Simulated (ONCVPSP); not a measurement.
# Pseudopotential generation for lithium: ONCV, PBE, scalar-relativistic.

```json
{
  "Element": "lithium (Li)",
  "Generator": "ONCVPSP 4.0.1",
  "Type": "optimised norm-conserving Vanderbilt (ONCV)",
  "Functional": "PBE",
  "Relativity": "scalar-relativistic",
  "Frozen core": "[He]",
  "Valence charge": "1",
  "Reference configuration": "2s1",
  "Partial waves": "2s: rc 2.85 bohr, ncon 4, nbas 8, qcut 1.8 1/bohr, 2 projectors, debl 2.3 Ha; p scattering state at 0.33 Ha: rc 2.40 bohr, ncon 5, nbas 8, qcut 3.7 1/bohr, 1 projector",
  "Local potential": "polynomial inside 2.05 bohr (lpopt 5, dvloc0 4 Ha)",
  "Core correction": "Teter function, parameters optimised by the program"
}
```

- Cutoffs needed: 1.6 Ha and 12 Ha (the cutoffs (Ha) at which the residual kinetic energy of the hardest occupied pseudo-wave falls to 1 and 0.1 mHa per electron) The cutoffs count occupied waves only; projector 2 of the s channel, the hardest unoccupied one, needs 22 Ha at the loose tolerance.
- Ghost test: no bound ghost flagged; GHOST(+) flagged for s at 452.7 eV
- Configuration tests: 1 of 2 tests not solved or not reliable
- rms error of d²Exc/dni dnj: 3.45 mHa without and 0.00 mHa with the model core
